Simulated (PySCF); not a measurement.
## Steps of a relaxation of PbI2

PbI2 (singlet). PySCF 2.14.0, RKS TPSS, Pb def2-SVP with ECP60, I def2-SVP with ECP28; non-relativistic Hamiltonian with scalar-relativistic core potentials where named; density fitting; no spin-orbit coupling. Origin of the start: displaced along the imaginary mode. Columns: position (Å) and force (eV/Å). Energies are counted from the last step; some of the 9 steps are shown. Forces carry noise of the integration grid, about 0.01 to 0.03 eV/Å.

Run from Python with OMP_NUM_THREADS=2. Where DIIS fails, smearing, a level shift and second-order steps follow.
It took 110 s on 2 threads of Intel(R) Xeon(R) Processor @ 2.50GHz (Skylake/Cascade Lake), with other jobs on the host, from the converged density of the start.

```xyz
3
step 0  E = 0.722 eV
Pb    0.2498    0.0094    0.0000     0.32    0.01    0.00
I    -0.2047   -0.0077    2.9610    -0.16    0.00   -0.34
I    -0.2047   -0.0077   -2.9610    -0.16    0.00    0.34
```

```xyz
3
step 3  E = 0.273 eV
Pb    0.8285    0.0312    0.0000    -0.21   -0.01    0.00
I    -0.4941   -0.0186    2.6816     0.10    0.00   -0.71
I    -0.4941   -0.0186   -2.6816     0.10    0.00    0.71
```

```xyz
3
step 5  E = 0.021 eV
Pb    1.0355    0.0389    0.0000     0.39    0.00    0.00
I    -0.5976   -0.0225    2.3127    -0.19    0.00    0.09
I    -0.5976   -0.0225   -2.3127    -0.19    0.00   -0.09
```

Problem. Where does the relaxation end?

Solution. It converges at step 8 in C2v:
```xyz
3
step 8  E = 0
Pb    1.1194    0.0421    0.0000
I    -0.6395   -0.0241    2.2442
I    -0.6395   -0.0241   -2.2442
```

Problem. How did the contacts change?

Solution. 
| contact | start (Å) | end (Å) |
| --- | --- | --- |
| Pb1–I2 (I) | 2.996 | 2.852 |
| Pb1–I3 (I) | 2.996 | 2.852 |


No frequency check is given that shows the relaxed geometry to be a minimum.
